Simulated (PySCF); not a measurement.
Gas-phase reaction: 2 AlBr3 = 3 Br2 + 2 Al

Energies from PySCF, thermal terms from the rigid-rotor harmonic-oscillator model, ideal gas at 1 bar. 'Table' is the NASA 1993 thermochemical table (part measured, part estimated). After a fit of one offset per element over all species, the range-separated, M06-2X, PBE0/def2-QZVP and CCSD(T)/def2-TZVPP enthalpies, where run, lie to one side of the table for AlBr3 (-15 kJ/mol): a fault of the table's entry, another state or a shared error of the levels is possible; this was not checked at source. † marks an energy on the PBE0/def2-TZVP geometry and frequencies; other levels use their own. MP2 and CCSD(T) freeze the core. Open shells (unrestricted): Al (multiplicity 2); the rest are closed-shell singlets. Spin-orbit splitting is ignored; it lowers the true energy and changes the entropy of Al. Br: all electrons, no relativistic terms. MP2 isn't extrapolated to the basis-set limit. CCSD(T) isn't extrapolated to the basis-set limit. The table's entry may be an old estimate for AlBr3 (not checked at source).

| level | ΔH°(298 K), kJ |
|---|---|
| table | 1573.0 |
| CCSD(T)/def2-TZVPP† | 1595.4 |
| HF/def2-TZVP† | 1536.4 |
| MP2/def2-SVP† | 1686.0 |
| MP2/def2-TZVPP† | … |
| PBE/def2-TZVP† | … |
| PBE0/def2-QZVP† | … |
| PBE0/def2-TZVP | … |
| LDA/def2-TZVP† | 1608.6 |
| ωB97X-V/def2-TZVP† | 1613.7 |

Fill in the missing entries.


- MP2/def2-TZVPP†, ΔH°(298 K), kJ: 1680.2
- PBE/def2-TZVP†, ΔH°(298 K), kJ: 1505.1
- PBE0/def2-QZVP†, ΔH°(298 K), kJ: 1557.7
- PBE0/def2-TZVP, ΔH°(298 K), kJ: 1565.5
